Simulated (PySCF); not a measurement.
SrF₂: breathing scan

All numbers come from PySCF, PBE, basis Sr def2-TZVP with ECP28, F def2-TZVP (scalar-relativistic core potentials, no spin–orbit coupling, density fitting).

Rigid scan from the singlet minimum (Sr–F 2.131 Å (×2); F–Sr–F 126.0°). Coordinate: all bonds to the central atom scaled together. Energies in kJ/mol from the minimum.

```csv
scale of all bonds to the centre,E (kJ/mol),dipole size (D)
0.88,127.5,5.02
0.92,49.6,5.49
0.96,10.9,5.93
1.00,0.0,6.33
1.04,8.6,6.71
1.08,30.6,7.08
1.14,79.3,7.59
1.22,159.3,8.21
1.35,298.1,9.08
```
